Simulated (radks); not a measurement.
Results of a calculation; reference values are marked as such.
Task: The mean radii <r> (bohr) of the occupied orbitals of an atom or ion are listed with their occupations. Code: a radial shooting solver on a logarithmic mesh with Libxc functionals. Model: scalar-relativistic Kohn-Sham, TASK exchange with Perdew-Wang LDA correlation, spin-polarised, spherical densities, finite nucleus; meta-GGA in the generalised Kohn-Sham scheme; Fermi nuclear charge, rms radius of each element as measured or else 0.836 A^(1/3) + 0.57 fm.

| orbital | occ. | <r> |
|---|---|---|
| 1s | 2 | 0.1038 |
| 2s | 2 | 0.5173 |
| 2p | 6 | 0.4812 |
| 3s | 2 | 1.701 |

Name the element and its charge. Open shells, if any, are filled with parallel spins first.

Result: Z = 15, phosphorus, charge +3: P3+ in [Ne] 3s2. The 1s radius gives Z: for a bare nucleus <r> = (2 gamma + 1)/(2Z) with gamma = sqrt(1 - (Z/c)^2), 0.0996 bohr for Z = 15, and screening makes it slightly larger (0.1038 here). The occupations add up to 12, and the charge is Z minus that.
